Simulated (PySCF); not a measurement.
Stationary points of TaO2F

Method: PBE0/[Ta def2-TZVP with ECP60, O def2-TZVP, F def2-TZVP], scalar-relativistic core potentials, density fitting, no spin–orbit coupling, PySCF.

Relaxations began from a few typed shapes. The search is not exhaustive: other isomers or separated fragments can lie lower, and high-lying points may rest on an excited occupation.

```json
{"spin": "singlet", "group": "Cs", "bonds": "Ta–F 1.891 Å, Ta–O 1.728 Å (×2)", "angles": "F–Ta–O 109.8° (×2), O–Ta–O 106.7°", "imaginary modes (cm⁻¹)": "none", "ΔE (kJ/mol)": "0.0", "ΔE with ZPE (kJ/mol)": "0.0"}
{"spin": "singlet", "group": "C2v", "bonds": "Ta–F 1.929 Å, Ta–O 1.735 Å (×2)", "angles": "F–Ta–O 124.1° (×2), O–Ta–O 111.7°", "imaginary modes (cm⁻¹)": "150i", "ΔE (kJ/mol)": "31.0", "ΔE with ZPE (kJ/mol)": "–"}
```

The lowest minimum found is the singlet Cs: Ta–F 1.891 Å, Ta–O 1.728 Å (×2); F–Ta–O 109.8° (×2), O–Ta–O 106.7°.

Formally Ta is in oxidation state +5, d0. The polar-tensor charge on Ta, 2.27, is far below the formal one.

For the lowest minimum: no spin–orbit coupling is included, which matters more the heavier the element.
